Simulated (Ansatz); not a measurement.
`[SiH3][O][Ge][Cl]` + dimethylamine → `C[N](C)[Ge][Cl]` + silanol at 298.15 K and 1 bar (ligand exchange at a Ge–O bond).

Gas-phase electronic energies from Ansatz, PBE0-D4/def2-TZVP geometries. CCSD(T)/CBS is the MP2 limit (def2-TZVPP, def2-QZVPP) plus CCSD(T) − MP2 in def2-TZVPP, frozen cores. For Ge outer-core shells are correlated without core-valence functions, which leaves a few kJ/mol of doubt a bond. Scalar relativity is left out up to krypton. One conformer a species, not always the lowest.

```
            species  CCSD(T)/CBS energy (Eh)  H − E (kJ/mol)  S (J/(mol·K))
`[SiH3][O][Ge][Cl]`              -2902.05095            99.8          352.4
              `CNC`               -135.00321           256.9          271.4
  `C[N](C)[Ge][Cl]`              -2670.35761           240.6          355.8
          `O[SiH3]`               -366.69042           113.6          257.8
```

H − E and S are ideal-gas, rigid-rotor, harmonic terms from PBE0-D4/def2-TZVP, for one conformer and one mirror image of each species. 1 Eh = 2625.50 kJ/mol, R = 8.31446 J/(mol·K).

Task: By hand: ΔE, ΔH, ΔS and ΔG.

Result: ΔE = (-2670.35761) + (-366.69042) − (-2902.05095) − (-135.00321) = 0.00613 Eh = 16.1 kJ/mol. Δ(H − E) = 240.6 + 113.6 − 99.8 − 256.9 = -2.5, so ΔH = 13.6 kJ/mol. ΔS = 355.8 + 257.8 − 352.4 − 271.4 = -10.2 J/(mol·K). ΔG = 13.6 − 298.15 × (-10.2)/1000 = 16.6 kJ/mol.

Task: By hand: the equilibrium constant, and the temperature at which ΔG would vanish if ΔH and ΔS stayed fixed.

Result: log₁₀ K = −ΔG/(RT ln 10) = -2.9. ΔH and −TΔS have one sign here, so there is no such temperature.

The number of gas molecules stays the same, so ΔS is small and ΔH decides. A doubt of 5 kJ/mol in ΔE shifts log₁₀ K by 0.9 here. Other conformers and mirror images would add mixing entropy, several J/(mol·K) or more a flexible species. These are equilibria of isolated gas molecules and say nothing of rates. Largest T1 diagnostic: 0.014 (customary marks: 0.02 for closed shells, 0.045 for open ones).

ΔS is within the doubt of such terms, so its sign, and with it that verdict, could turn.
